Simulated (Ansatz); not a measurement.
Frontier orbitals of C3H9GeN (`C=C[N](C)[GeH3]`).

```xyz
14

C     1.336    0.216   -1.731
C     0.282   -0.330   -1.115
N    -0.075   -0.185    0.205
C     0.754    0.659    1.029
Ge   -1.773   -0.628    0.769
H     1.522   -0.016   -2.770
H     2.029    0.883   -1.236
H    -0.380   -0.984   -1.679
H     0.751    1.704    0.688
H     0.406    0.634    2.063
H     1.791    0.306    1.012
H    -2.734    0.576    0.677
H    -1.654   -1.072    2.235
H    -2.254   -1.762   -0.146
```

Charge 0, multiplicity 1. Correlated methods include outer-core shells of Ge, which these sets cover unevenly. Scalar relativity is left out up to krypton. All single points use the PBE0-D4/def2-TZVP geometry. It is one conformer, not always the lowest. Basis def2-TZVPP, Ansatz 0.2.0.

Orbital energies of one run (eV). Highest occupied ones, from the top: -4.87, -7.57, -8.48, -8.55, -8.70, -8.83, -9.83, -10.94, -11.13, -11.94, -13.32, -14.54, -16.81, -18.25. Empty: -0.73, -0.27, -0.03, 0.57, 0.66, 1.05.

(1) Which functional gave them?
A. r2SCAN0
B. B3LYP
C. HSE06 (plane-wave form)
D. LDA (SPW92)

## Answers

(1) D. HOMO energies: LDA (SPW92) -4.87, HSE06 -5.39, B3LYP -5.58, r2SCAN0 -5.91 eV.

B3LYP here is the variant with VWN-RPA as its local correlation; programs differ in this.
